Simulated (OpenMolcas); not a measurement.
## Re2+: effect of the basis set

- Program: OpenMolcas
- Method: RASSCF
- Active space: 11 electrons in 8 orbitals (RAS1 5p, at most 2 holes; RAS2 5d)
- State averaging: 2S+1 = 6 even, 1 root; 2S+1 = 4 even, 24 roots; 2S+1 = 2 even, 75 roots
- Spin-orbit coupling: RASSI with atomic mean-field integrals over the reference wave functions, term energies averaged over their components

A. ANO-R2 [8s6p5d3f1g], X2C, finite nucleus; cost about 50 core-seconds
B. ANO-RCC-VTZP [8s7p5d3f2g1h], DKH2, point nucleus; cost about 50 core-seconds
C. ANO-RCC-VQZP [9s8p6d4f3g2h], DKH2, point nucleus; cost of the order of 80 core-seconds

Energies in eV above 5d⁵ ⁶S_5/2, the measured ground level; measured values from the list in Brasseur, Gamrath and Quinet, At. Data Nucl. Data Tables 157, 101636 (2024).

| Level | A | B | C | Measured |
| --- | --- | --- | --- | --- |
| 5d⁵ ⁶S_5/2 | 0.0000 | 0.0000 | 0.0000 | 0.0000 |
| 5d⁵ ⁴G_7/2 | 2.8301 | 2.8311 | 2.8281 | 2.0942 |
| 5d⁵ ⁴P_3/2 [58 %] | 2.8667 | 2.8675 | 2.8632 |  |
| 5d⁵ ⁴G_11/2 | 2.9180 | 2.9180 | 2.9183 | 2.2342 |
| 5d⁵ ⁴G_9/2 | 2.9803 | 2.9797 | 2.9826 | 2.2746 |
| 5d⁵ ⁴P_1/2 | 3.0934 | 3.0920 | 3.0939 |  |
| 5d⁵ ⁴D_7/2 | 3.4977 | 3.4958 | 3.5017 | 2.5359 |
| 5d⁵ ⁴D_5/2 [52 %] | 3.7102 | 3.7074 | 3.7127 |  |
| 5d⁵ ⁴D_1/2 | 3.7962 | 3.7915 | 3.8052 |  |
| 5d⁵ ⁴D_3/2 [56 %] | 3.8857 | 3.8805 | 3.8951 |  |
| 5d⁵ ²I_11/2 | 4.1524 | 4.1518 | 4.1540 | 3.2447 |
| 5d⁵ ²D_3/2(1) [51 %] | 4.3529 | 4.3505 | 4.3546 |  |
| 5d⁵ ²I_13/2 | 4.4582 | 4.4562 | 4.4654 | 3.5444 |
| 5d⁵ ⁴F_5/2 [60 %] | 4.8530 | 4.8477 | 4.8620 | 3.7570 |
| 5d⁵ ²H_9/2 [58 %] | 5.0483 | 5.0444 | 5.0548 |  |
| 5d⁵ ⁴F_3/2 [50 %] | 5.2581 | 5.2507 | 5.2729 |  |
| 5d⁵ ²G_7/2(1) [68 %] | 5.4310 | 5.4258 | 5.4420 |  |
| 5d⁵ ²F_5/2(2) [62 %] | 5.4897 | 5.4845 | 5.4978 |  |
| 5d⁵ ²H_11/2 [74 %] | 5.7122 | 5.7047 | 5.7317 |  |
| 5d⁵ ²F_7/2(2) [63 %] | 5.8233 | 5.8167 | 5.8353 |  |
| 5d⁵ ²G_9/2(1) [51 %] | 5.8740 | 5.8667 | 5.8912 |  |
| 5d⁵ ²S_1/2 | 6.0824 | 6.0769 | 6.0890 |  |
| 5d⁵ ²D_3/2(2) | 6.6887 | 6.6821 | 6.6963 |  |
| 5d⁵ ²D_5/2(2) [75 %] | 7.0237 | 7.0145 | 7.0407 |  |

Deviations, from unrounded energies. A percentage is the sum of absolute deviations over the sum of measured energies, with the sign that they share, or ± where signs differ.

| Against measurement | Levels | A | B | C |
| --- | --- | --- | --- | --- |
| mean absolute deviation (cm-1) | 7 | 6900 | 6900 | 6900 |
| other terms of the ground configuration (%) | 7 | +30.5 | +30.5 | +30.6 |

A, B, C lie about equally close to measurement. The largest miss of B in the table is 5d⁵ ⁴F_5/2 [60 %], by +8800 cm-1. The ranking rests on the paired levels alone, and a cruder setting can come out closer through cancelling errors.

Among A to C the level of the table that moves most is 5d⁵ ²H_11/2 [74 %], by 220 cm-1 (lowest in B, highest in C).

Without dynamic correlation excited terms often stand tens of per cent too high (terms of higher spin than the ground term too low), and those without a measured partner can miss by more than the paired ones. Some levels mix across a computed gap that differs much from the measured one, so their mixing is not that of the real levels. Active for correlation alone: 5p; no level in the range computed is led by a configuration that opens it, so any true level of that kind is missing. Measured partners are found by configuration, term and J. A level has none where our copy of the source lacks it or the pairing is in doubt (some pairs that miss far off the trend of their configuration count as doubtful), and it then counts in no deviation. Levels of configurations outside the active space are missing. The table leaves out levels that lie high or whose names do not pair safely across all columns.

A share in square brackets marks a mixed level and gives the weight of the term that names it, the lowest over the columns. A number in round brackets counts repeated terms of one configuration in the order of the reference energies.
